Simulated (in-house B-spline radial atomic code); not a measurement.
Orbital energies and mean radii along the 40-electron series, configuration [Kr] 4d4. The effective charge is n√(-2ε), a non-relativistic measure. Computed with an all-electron radial atomic-structure program (B-spline basis): Dirac-Hartree-Fock, average of the configuration, finite nuclei.

```json
{"ion": "Eu23+", "Z": "63", "energy of 3d3/2 (Eh)": "-68.811", "mean radius of 3d3/2 (bohr)": "0.22137", "energy of 4p3/2 (Eh)": "-32.283", "mean radius of 4p3/2 (bohr)": "0.55516", "energy of 3p3/2 (Eh)": "-80.574", "mean radius of 3p3/2 (bohr)": "0.24894", "effective charge of 3d3/2": "35.194"}
{"ion": "Gd24+", "Z": "64", "energy of 3d3/2 (Eh)": "-72.906", "mean radius of 3d3/2 (bohr)": "0.21653", "energy of 4p3/2 (Eh)": "-34.439", "mean radius of 4p3/2 (bohr)": "0.54124", "energy of 3p3/2 (Eh)": "-84.95", "mean radius of 3p3/2 (bohr)": "0.2439", "effective charge of 3d3/2": "36.226"}
{"ion": "Tb25+", "Z": "65", "energy of 3d3/2 (Eh)": "-77.117", "mean radius of 3d3/2 (bohr)": "0.2119", "energy of 4p3/2 (Eh)": "-36.66", "mean radius of 4p3/2 (bohr)": "0.528", "energy of 3p3/2 (Eh)": "-89.445", "mean radius of 3p3/2 (bohr)": "0.23906", "effective charge of 3d3/2": "37.257"}
{"ion": "Dy26+", "Z": "66", "energy of 3d3/2 (Eh)": "-81.445", "mean radius of 3d3/2 (bohr)": "0.20746", "energy of 4p3/2 (Eh)": "-38.947", "mean radius of 4p3/2 (bohr)": "0.5154", "energy of 3p3/2 (Eh)": "-94.057", "mean radius of 3p3/2 (bohr)": "0.23439", "effective charge of 3d3/2": "38.289"}
{"ion": "Ho27+", "Z": "67", "energy of 3d3/2 (Eh)": "-85.891", "mean radius of 3d3/2 (bohr)": "0.20318", "energy of 4p3/2 (Eh)": "-41.3", "mean radius of 4p3/2 (bohr)": "0.50338", "energy of 3p3/2 (Eh)": "-98.788", "mean radius of 3p3/2 (bohr)": "0.22989", "effective charge of 3d3/2": "39.32"}
{"ion": "Er28+", "Z": "68", "energy of 3d3/2 (Eh)": "-90.453", "mean radius of 3d3/2 (bohr)": "0.19908", "energy of 4p3/2 (Eh)": "-43.719", "mean radius of 4p3/2 (bohr)": "0.49191", "energy of 3p3/2 (Eh)": "-103.64", "mean radius of 3p3/2 (bohr)": "0.22555", "effective charge of 3d3/2": "40.35"}
{"ion": "Tm29+", "Z": "69", "energy of 3d3/2 (Eh)": "-95.133", "mean radius of 3d3/2 (bohr)": "0.19513", "energy of 4p3/2 (Eh)": "-46.205", "mean radius of 4p3/2 (bohr)": "0.48094", "energy of 3p3/2 (Eh)": "-108.6", "mean radius of 3p3/2 (bohr)": "0.22136", "effective charge of 3d3/2": "41.381"}
{"ion": "Yb30+", "Z": "70", "energy of 3d3/2 (Eh)": "-99.93", "mean radius of 3d3/2 (bohr)": "0.19132", "energy of 4p3/2 (Eh)": "-48.756", "mean radius of 4p3/2 (bohr)": "0.47045", "energy of 3p3/2 (Eh)": "-113.69", "mean radius of 3p3/2 (bohr)": "0.21732", "effective charge of 3d3/2": "42.412"}
{"ion": "Lu31+", "Z": "71", "energy of 3d3/2 (Eh)": "-104.84", "mean radius of 3d3/2 (bohr)": "0.18766", "energy of 4p3/2 (Eh)": "-51.374", "mean radius of 4p3/2 (bohr)": "0.46041", "energy of 3p3/2 (Eh)": "-118.89", "mean radius of 3p3/2 (bohr)": "0.21341", "effective charge of 3d3/2": "43.442"}
{"ion": "Hf32+", "Z": "72", "energy of 3d3/2 (Eh)": "-109.88", "mean radius of 3d3/2 (bohr)": "0.18412", "energy of 4p3/2 (Eh)": "-54.059", "mean radius of 4p3/2 (bohr)": "0.45077", "energy of 3p3/2 (Eh)": "-124.22", "mean radius of 3p3/2 (bohr)": "0.20964", "effective charge of 3d3/2": "44.472"}
{"ion": "Ta33+", "Z": "73", "energy of 3d3/2 (Eh)": "-115.03", "mean radius of 3d3/2 (bohr)": "0.18071", "energy of 4p3/2 (Eh)": "-56.809", "mean radius of 4p3/2 (bohr)": "0.44153", "energy of 3p3/2 (Eh)": "-129.66", "mean radius of 3p3/2 (bohr)": "0.20598", "effective charge of 3d3/2": "45.503"}
{"ion": "W34+", "Z": "74", "energy of 3d3/2 (Eh)": "-120.3", "mean radius of 3d3/2 (bohr)": "0.17741", "energy of 4p3/2 (Eh)": "-59.627", "mean radius of 4p3/2 (bohr)": "0.43265", "energy of 3p3/2 (Eh)": "-135.22", "mean radius of 3p3/2 (bohr)": "0.20245", "effective charge of 3d3/2": "46.533"}
{"ion": "Re35+", "Z": "75", "energy of 3d3/2 (Eh)": "-125.68", "mean radius of 3d3/2 (bohr)": "0.17423", "energy of 4p3/2 (Eh)": "-62.512", "mean radius of 4p3/2 (bohr)": "0.42411", "energy of 3p3/2 (Eh)": "-140.91", "mean radius of 3p3/2 (bohr)": "0.19902", "effective charge of 3d3/2": "47.564"}
{"ion": "Os36+", "Z": "76", "energy of 3d3/2 (Eh)": "-131.19", "mean radius of 3d3/2 (bohr)": "0.17115", "energy of 4p3/2 (Eh)": "-65.463", "mean radius of 4p3/2 (bohr)": "0.4159", "energy of 3p3/2 (Eh)": "-146.71", "mean radius of 3p3/2 (bohr)": "0.19571", "effective charge of 3d3/2": "48.595"}
{"ion": "Ir37+", "Z": "77", "energy of 3d3/2 (Eh)": "-136.82", "mean radius of 3d3/2 (bohr)": "0.16817", "energy of 4p3/2 (Eh)": "-68.482", "mean radius of 4p3/2 (bohr)": "0.40799", "energy of 3p3/2 (Eh)": "-152.63", "mean radius of 3p3/2 (bohr)": "0.19249", "effective charge of 3d3/2": "49.626"}
{"ion": "Pt38+", "Z": "78", "energy of 3d3/2 (Eh)": "-142.56", "mean radius of 3d3/2 (bohr)": "0.16529", "energy of 4p3/2 (Eh)": "-71.567", "mean radius of 4p3/2 (bohr)": "0.40037", "energy of 3p3/2 (Eh)": "-158.67", "mean radius of 3p3/2 (bohr)": "0.18937", "effective charge of 3d3/2": "50.657"}
{"ion": "Au39+", "Z": "79", "energy of 3d3/2 (Eh)": "-148.43", "mean radius of 3d3/2 (bohr)": "0.16249", "energy of 4p3/2 (Eh)": "-74.721", "mean radius of 4p3/2 (bohr)": "0.39302", "energy of 3p3/2 (Eh)": "-164.84", "mean radius of 3p3/2 (bohr)": "0.18634", "effective charge of 3d3/2": "51.688"}
{"ion": "Hg40+", "Z": "80", "energy of 3d3/2 (Eh)": "-154.41", "mean radius of 3d3/2 (bohr)": "0.15978", "energy of 4p3/2 (Eh)": "-77.941", "mean radius of 4p3/2 (bohr)": "0.38592", "energy of 3p3/2 (Eh)": "-171.12", "mean radius of 3p3/2 (bohr)": "0.1834", "effective charge of 3d3/2": "52.72"}
```

Question: How does the screening of 3d3/2 change?

Answer: Z less the effective charge goes from 27.81 at Z = 63 to 27.28 at Z = 80.
